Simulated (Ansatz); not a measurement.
Ansatz (an electronic-structure program) input (X2C-CCSD(T)/cc-pVTZ-DK):

Ansatz 0.2 input:
```yaml
crystal:
  periodic: [false, false, false]
  atoms:
    - {symbol: C, position_ang: [-0.15458263, 1.56936794, 0.12679620]}
    - {symbol: C, position_ang: [-0.46010178, 0.11839111, 0.25121699]}
    - {symbol: C, position_ang: [-1.77580462, -0.25558895, -0.43448311]}
    - {symbol: O, position_ang: [0.54588482, -0.69368072, -0.34901345]}
    - {symbol: C, position_ang: [1.78028139, -0.67225970, 0.33715635]}
    - {symbol: H, position_ang: [-0.55078373, 2.28404498, 0.83480451]}
    - {symbol: H, position_ang: [0.33383512, 1.93500851, -0.76691364]}
    - {symbol: H, position_ang: [-0.53883351, -0.14464435, 1.31817736]}
    - {symbol: H, position_ang: [-1.71598341, -0.03155660, -1.50007087]}
    - {symbol: H, position_ang: [-1.96674374, -1.32258087, -0.31011871]}
    - {symbol: H, position_ang: [-2.60520026, 0.30674057, -0.00473890]}
    - {symbol: H, position_ang: [2.22075939, 0.33078383, 0.35743386]}
    - {symbol: H, position_ang: [2.45186170, -1.34634055, -0.19233870]}
    - {symbol: H, position_ang: [1.66525562, -1.02147212, 1.37175422]}
basis:
  gaussian:
    orbitals: cc-pVTZ-DK
magnetization: {spin_polarized: true, initial_magnetization: 1}
correlation: {method: ccsd_t, electrons: outside_noble_gas}
```

End of the output:

```
integrals: 3.52 GiB planned
1563 factors; integrals over basis functions are off by at most 1.1e-3 eV
1.29 GiB of device memory are held for the factors and their scratch space
mean field: 1.39 GiB planned
mean field evaluation 1: about -6301.3797 eV, gradient 2.5e1 eV
mean field evaluation 2: about -6301.3820 eV, gradient 2.5e1 eV
mean field evaluation 4: about -6304.9492 eV, gradient 4.0e0 eV
mean field evaluation 8: about -6305.0494 eV, gradient 1.9e-1 eV
mean field evaluation 16: about -6305.0377 eV, gradient 1.1e0 eV
mean field -6305.05009657 eV, -231.7063173326 hartree, gradient 1.6e-6 eV, S^2 0.762873; 0 other end points of the search recorded, 0 dependent functions left out
5 core orbitals not correlated
reference -6305.05009657 eV, -231.7063173326 hartree; 16, 15 occupied and 255, 256 virtual orbitals, 1563 factors
second order -24.73955186 eV of doubles, -0.00000000 eV of singles
coupled cluster: 30.21 GiB planned
cycle   1  -25.39608907 eV  change   -6.6e-1 eV  update   9.9e-2
cycle   2  -25.98970332 eV  change   -5.9e-1 eV  update   2.9e-2
cycle   3  -26.12096223 eV  change   -1.3e-1 eV  update   1.5e-2
cycle   4  -26.11809992 eV  change    2.9e-3 eV  update   4.3e-3
cycle   5  -26.11743890 eV  change    6.6e-4 eV  update   2.2e-3
cycle   6  -26.11807471 eV  change   -6.4e-4 eV  update   8.0e-4
cycle   7  -26.11787748 eV  change    2.0e-4 eV  update   3.6e-4
cycle   8  -26.11789225 eV  change   -1.5e-5 eV  update   1.5e-4
cycle   9  -26.11792237 eV  change   -3.0e-5 eV  update   8.0e-5
cycle  10  -26.11787684 eV  change    4.6e-5 eV  update   3.7e-5
cycle  11  -26.11788673 eV  change   -9.9e-6 eV  update   1.9e-5
perturbative correction -0.99507832 eV, -0.0365684537 hartree
Total energy: -6332.16306163 eV, -232.7027004205 hartree
Relativity: scalar
```

It need not be the lowest isomer of its formula.
